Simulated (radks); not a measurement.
Values are calculated unless marked as measured or tabulated.
Task: The table gives one normalised radial function P(r) = r R(r) (large component) of Sn in [Kr] 4d10 5s2 5p2 (r in bohr). Code: a radial shooting solver on a logarithmic mesh with Libxc functionals. Model: Dirac Kohn-Sham, PBE, spin-unpolarised, spherical densities, finite nucleus; open shells fill j = l - 1/2 first; Fermi nuclear charge, rms radius 4.6519 fm.

r	P
0.002439	0.0020
0.003817	0.0037
0.005927	0.0073
0.009277	0.0144
0.0144	0.0276
0.02255	0.0505
0.03529	0.0825
0.05479	0.1078
0.08576	0.0863
0.1332	-0.0207
0.2084	-0.1513
0.3236	-0.0955
0.5065	0.1721
0.7928	0.2223
1.231	-0.1533
1.927	-0.5424
2.992	-0.5791
4.682	-0.3310
7.27	-0.1015
11.38	-0.0123

Which n and l does it have? It may be an empty orbital.

Result: n = 5, l = 1: the number of nodes gives n - l - 1 = 3, the rise at small r points to l (for j = l - 1/2 the large component starts outside the nucleus as r^gamma with gamma = sqrt(l^2 - (Z/c)^2) = 0.93 and the r^(l+1) term takes over further out; the orbital of l - 1 with the same j starts with the same power, but with a larger coefficient, and does not steepen), and the extent must fit the shell. The curve is that of 5p1/2; the two j differ most near the nucleus, where j = l - 1/2 has the larger amplitude, and in heavy atoms j = l - 1/2 is also the more compact. 5p1/2: eigenvalue -3.831 eV, 3 radial nodes at r = 0.125, 0.386, 1.06 bohr, <r> = 3.17 bohr, 90 % of the charge inside 4.90 bohr.
